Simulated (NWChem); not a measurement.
System: InH₂F; SMILES [F][InH2]

Input file for NWChem:

```
start job
memory heap 200 mb stack 900 mb global 1100 mb
geometry units angstroms noautoz
  In     0.000000     0.000000    -0.314942
  H      0.000000     1.599068    -0.933744
  H      0.000000    -1.599068    -0.933744
  F      0.000000     0.000000     1.654742
end
basis spherical
  * library def2-svpd
end
ecp
  In library def2-ecp
end
dft
  xc b3lyp
  iterations 150
end
tddft
  cis
  nroots 6
  notriplet
end
task tddft energy
```

All runs use the structure optimised with PBE0/def2-SVP. No frequency run checked for a minimum. def2 effective core potentials on In; no spin-orbit coupling.

Vertical excitations in the gas phase.

What results follow from this input? (B3LYP/def2-SVPD with def2 effective core potentials on In, TDA.) Quantities: lowest excitation, singlet (eV); oscillator strength of that lowest state; lowest state with f > 0.02, singlet (eV); oscillator strength of that bright state; orbital gap (eV).


```yaml
lowest excitation, singlet (eV): 5.27
oscillator_strength_of_that_lowest_state: 0.000
lowest state with f > 0.02, singlet (eV): 6.44
oscillator_strength_of_that_bright_state: 0.039
orbital gap (eV): 6.38
```
